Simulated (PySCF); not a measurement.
Two species compared at the same levels of theory.

First species: C4H3FNP.
SMILES: `Fc1ncpcc1`

Second species: C₂H₁₁PSi₂.
Z-matrix (Å and degrees, GFN2-xTB geometry), rows numbered from 1:
```
C 
C   1  1.5286
Si  2  1.9090  1  110.60
Si  2  1.9077  1  110.27  3   125.94
P   4  2.2426  2  106.78  1   -54.26
H   1  1.0908  2  110.17  3   -64.66
H   1  1.0895  2  111.29  3    55.01
H   1  1.0904  2  111.39  3   175.47
H   2  1.0941  1  108.11  3  -117.38
H   3  1.4645  2  108.96  1  -174.93
H   3  1.4672  2  108.29  1   -56.24
H   3  1.4620  2  110.25  1    63.42
H   4  1.4736  2  110.01  1    67.77
H   4  1.4672  2  111.93  1  -172.38
H   5  1.3826  4   94.82  2  -179.34
H   5  1.3833  4   95.56  2    88.04
```

Levels: wB97X-D/def2-SVPD for dipole moment, HOMO energy, LUMO energy, HOMO–LUMO gap, static isotropic polarisability and electronic spatial extent ⟨r²⟩ about the centre of nuclear charge; TDDFT wB97X-D/def2-SVPD for lowest singlet excitation; TDA wB97X-D/def2-SVPD for lowest triplet excitation (Tamm–Dancoff); GFN2-xTB for rotational constant A and rotational constant C. Geometries: GFN2-xTB. Each structure is a single optimised conformer of the isolated species, non-relativistic unless stated. Electronic properties by PySCF.

The conformers computed, where there is a choice (atom-mapped SMILES and torsion angles):
- `[CH3:1][C@@H:2]([SiH3:3])[SiH2:4][PH2:5]`: C1–C2–Si4–P5 -54°, H–P5–Si4–C2 -179°, H–P5–Si4–C2 88°

| property | column X | column Y |
| --- | --- | --- |
| dipole moment | 1.22 D | 2.25 D |
| HOMO energy | -9.20 eV | -9.28 eV |
| LUMO energy | 1.78 eV | -0.25 eV |
| HOMO–LUMO gap | 10.98 eV | 9.03 eV |
| lowest singlet excitation | 6.47 eV | 4.48 eV |
| lowest triplet excitation (Tamm–Dancoff) | 5.81 eV | 3.31 eV |
| static isotropic polarisability | 104.7 au | 75.5 au |
| electronic spatial extent ⟨r²⟩ about the centre of nuclear charge | 1105 bohr² | 785 bohr² |
| rotational constant A | 3.099 GHz | 5.320 GHz |
| rotational constant C | 1.264 GHz | 1.361 GHz |

Problem. Which column belongs to which species?

Solution. Column X is the second species and column Y the first. The first has 10 atoms and 58 electrons, the second 16 and 66.

Problem. How does each property change from the first species to the second?

Solution. dipole moment -1.03 D; HOMO energy +0.08 eV; LUMO energy +2.03 eV; HOMO–LUMO gap +1.95 eV; lowest singlet excitation +1.99 eV; lowest triplet excitation (Tamm–Dancoff) +2.50 eV; static isotropic polarisability +29.2 au; electronic spatial extent ⟨r²⟩ about the centre of nuclear charge +320 bohr²; rotational constant A -2.221 GHz; rotational constant C -0.097 GHz.

On the first: The principal polarisabilities are 47.4, 81.9 and 97.3 au; their mean is the isotropic value. A dipole of 2.25 D is allowed in Cs, and pure rotational transitions are dipole-allowed.

On the second: S1 lies 4.51 eV below the HOMO–LUMO gap; its leading configuration is HOMO→LUMO+1, weight 0.72. A dipole of 1.22 D is allowed in C1, and pure rotational transitions are dipole-allowed.
